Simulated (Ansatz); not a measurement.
Ideal-gas functions of H₅OSbSi (`[SiH3][O][SbH2]`) at 500 K and 1 bar, from an Ansatz frequency run at PBE0-D4/def2-TZVP.

Molar mass 170.89 g/mol, point group C1 (symmetry number 1), electronic degeneracy 1, moments of inertia 17.841, 306.755, 312.764 u Å². Harmonic wavenumbers (cm⁻¹, unscaled): 22, 41, 115, 464, 657, 666, 717, 742, 846, 949, 960, 985, 1000, 1940, 1952, 2190, 2213, 2228.

Use S(trans) = R[1.5 ln M + 2.5 ln T − 1.1517]; rotational temperatures θ = 24.2544 K / I; S(rot) = R[ln(√π/σ · √(T³/θAθBθC)) + 1.5]; for each mode x = 1.438777 ν̃/T, S = R[x/(eˣ − 1) − ln(1 − e⁻ˣ)] and H = RT x/(eˣ − 1); 1 cm⁻¹ = 0.0119627 kJ/mol; R = 8.31446 J/(mol·K).

Task: By hand: the entropy, in J/(mol·K).

Result: Translation 183.7. Rotation: θ = 1.3595, 0.0791, 0.0775 K, giving 114.6. Vibration, mode by mode: 31.26, 26.09, 17.55, 6.50, 4.16, 4.07, 3.63, 3.43, 2.71, 2.14, 2.09, 1.97, 1.91, 0.21, 0.20, 0.11, 0.11, 0.10, in all 108.2. Electronic 0.0. Sum 406.5 J/(mol·K).

Task: By hand: H − E and G − E in kJ/mol, counted from the electronic energy.

Result: Zero-point energy ½ × 18687 × 0.0119627 = 111.8; thermal vibration 22.9; translation, rotation and pV give 4 RT = 16.6. H − E = 151.3 kJ/mol, and G − E = 151.3 − 500 × 406.5/1000 = -51.9 kJ/mol.

Vibration gives 27 % of the entropy, 74.9 J/(mol·K) of it from the modes under 150 cm⁻¹: soft modes count most, and the harmonic formula is weakest for them. The sum counts one conformer and one mirror image; others add a mixing term.
